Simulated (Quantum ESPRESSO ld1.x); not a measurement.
The numbers below are computed, except where a source is named.
Rb+, configuration [Ar] 3d10 4s1 4p6 5p1 (not the ground configuration).

Code: ld1.x of Quantum ESPRESSO 7.5. Model: scalar-relativistic Kohn-Sham, exchange-only LDA, spin-polarised, spherical densities, point nucleus; open shells are filled with parallel spins first.

Energy parts (hartree):
total: -2972.8713
kinetic: 3046.1485
electron-nucleus: -7155.7178
Hartree: 1229.9276
exchange: -93.2296

Orbitals (lengths in bohr, moments of r in powers of bohr; <r^-3> diverges for s and p1/2; r(max) is where P^2 peaks):
| orbital | occ. | eigenvalue (hartree) | <1/r> | <r^-3> | <r^2> | r(max) |
|---|---|---|---|---|---|---|
| 1s up | 1 | -552.083 | 37.83 | - | 0.002192 | 0.02632 |
| 1s down | 1 | -552.076 | 37.83 | - | 0.002192 | 0.02632 |
| 2s up | 1 | -74.1869 | 8.420 | - | 0.03739 | 0.1498 |
| 2s down | 1 | -74.1824 | 8.420 | - | 0.03739 | 0.1498 |
| 2p up | 3 | -65.8789 | 8.235 | 1641 | 0.02947 | 0.1196 |
| 2p down | 3 | -65.8742 | 8.235 | 1641 | 0.02947 | 0.1196 |
| 3s up | 1 | -11.4088 | 2.804 | - | 0.3009 | 0.4515 |
| 3s down | 1 | -11.4000 | 2.805 | - | 0.3006 | 0.4515 |
| 3p up | 3 | -8.74539 | 2.652 | 249.3 | 0.3157 | 0.4466 |
| 3p down | 3 | -8.73573 | 2.654 | 249.6 | 0.3151 | 0.4466 |
| 3d up | 5 | -4.32464 | 2.389 | 30.92 | 0.3387 | 0.3921 |
| 3d down | 5 | -4.31321 | 2.393 | 31.00 | 0.3369 | 0.3920 |
| 4s up | 1 | -1.62797 | 0.9481 | - | 2.282 | 1.243 |
| 4s down | 0 | -1.57874 | 0.9448 | - | 2.301 | 1.244 |
| 4p up | 3 | -1.01419 | 0.8116 | 27.67 | 3.085 | 1.390 |
| 4p down | 3 | -0.96941 | 0.8059 | 27.19 | 3.120 | 1.396 |
| 5p up | 1 | -0.21302 | 0.2557 | 2.808 | 27.53 | 4.426 |
| 5p down | 0 | -0.14345 | 0.2560 | 3.014 | 29.89 | 4.287 |

The highest occupied level is 5p up at -5.796 eV. The configuration is held as typed, so some empty levels lie below it. Summed over all electrons, <r^2> = 54.56 bohr^2, which gives a Langevin (diamagnetic) susceptibility term of -43.2 x 10^-6 cm^3/mol.
